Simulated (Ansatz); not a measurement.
H$_{4}$INO$_{2}$Si (`N[Si](O)(O)I`) at its PBE0-D4/def2-TZVP geometry, where that method's forces vanish. The species carries charge 0 and has multiplicity 1. I: def2 effective core potential.

```csv
atom,x (Å),y (Å),z (Å)
N1,-1.130,-0.780,0.341
Si2,0.276,0.103,0.015
O3,1.082,-0.566,-1.235
O4,-0.238,1.634,-0.213
I5,1.979,0.138,1.784
H6,-1.845,-0.369,0.919
H7,-1.080,-1.778,0.463
H8,0.561,-0.714,-2.029
H9,0.397,2.333,-0.045
```

Problem. For each bond, give half the difference of the two atoms' forces along it (eV/Å; positive pushes the atoms apart) under PBE-D4, r2SCAN-D4, B3LYP-D4, ωB97M-V in def2-TZVPP. (Estimate.)

Solution. Computed: 
```csv
bond,length (Å),PBE-D4,r2SCAN-D4,B3LYP-D4,ωB97M-V
N1–Si2,1.692,0.05,0.00,0.02,0.02
N1–H6,1.007,0.17,0.01,-0.03,-0.03
N1–H7,1.007,0.18,0.02,-0.03,-0.02
Si2–O3,1.631,0.26,0.04,0.08,0.07
Si2–O4,1.631,0.27,0.04,0.08,0.06
Si2–I5,2.455,-0.01,0.05,0.13,-0.09
O3–H8,0.961,0.32,0.00,-0.03,-0.05
O4–H9,0.959,0.32,0.01,-0.04,-0.06
```

B3LYP here is the variant with VWN-RPA as its local correlation; programs differ in this.
